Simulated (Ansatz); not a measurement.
Consider the isomerisation: `FC([SiH3])[SiH2]Cl` → `FC[SiH]([SiH3])Cl`.

Isolated molecules relaxed with PBE0-D4/def2-TZVP in Ansatz; ΔE leaves out vibrations. CCSD(T)/CBS is the MP2 limit (def2-TZVPP, def2-QZVPP) plus CCSD(T) − MP2 in def2-TZVPP, frozen cores. DFT in def2-TZVPP. Each species was taken in one conformer, which may not be the lowest.

| level | ΔE (eV) |
| --- | --- |
| B2PLYP | -0.15 |
| HF/CBS(def2) | -0.14 |
| MP2/CBS(def2) | -0.12 |
| CCSD/CBS(def2) | -0.16 |

(1) What does CCSD(T)/CBS give? (Best estimate.)

Largest T1 diagnostic among the species: 0.011.

Results:

(1) Ansatz gave: -0.16 eV. The listed levels differ from it by 0.01, 0.02, 0.04, 0.00 eV.
